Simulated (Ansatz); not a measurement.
S (SMILES [S]), triplet. Base run: HF/STO-3G (Ansatz, a first-principles code).

Ansatz was given this input:
Ansatz 0.2 input:
```yaml
crystal:
  periodic: [false, false, false]
  atoms:
    - {symbol: S, position_ang: [0.00000000, 0.00000000, 0.00000000]}
basis:
  gaussian:
    orbitals: STO-3G
hamiltonian:
  xc: hf
magnetization: {spin_polarized: true, initial_magnetization: 2}
```

Variants of this job, named by their change:

```csv
change,ΔE vs base (kcal/mol)
base,0.000
fitting.mean_field = cc-pVTZ-JKFIT,0.000
accuracy = high,0.000
lower_state_search = full,0.000
"point_charge = charge:1.0 position_ang:-1.1081, 2.3559, -1.4906",-4.79
lower_state_search = off,0.000
fitting.mean_field = def2-universal-JKFIT,-0.121
nuclear_model = gaussian,0.131
"point_charge = charge:0.5 position_ang:0.4435, 2.4128, -1.7268",-2.39
lower_state_search = light,0.000
forces = on,0.000
```
